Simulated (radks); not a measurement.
Values are calculated unless marked as measured or tabulated.
Species: Ho4+. Configuration: [Xe] 4f9. Level of theory: Dirac Kohn-Sham, Slater X-alpha with alpha = 0.667, spin-unpolarised, spherical densities, finite nucleus; open shells fill j = l - 1/2 first; Fermi nuclear charge, rms radius 5.2022 fm (a radial shooting solver on a logarithmic mesh with Libxc functionals).

X-ray form factor f0, the Fourier transform of the density (f0(0) = 63):

sin(theta)/lambda (1/angstrom),f0 (electrons)
0.05,62.438
0.1,60.832
0.15,58.392
0.2,55.403
0.25,52.154
0.3,48.882
0.4,42.841
0.5,37.774
0.6,33.574
0.8,26.990
1,22.242
1.25,18.355
1.5,15.899
2,12.382
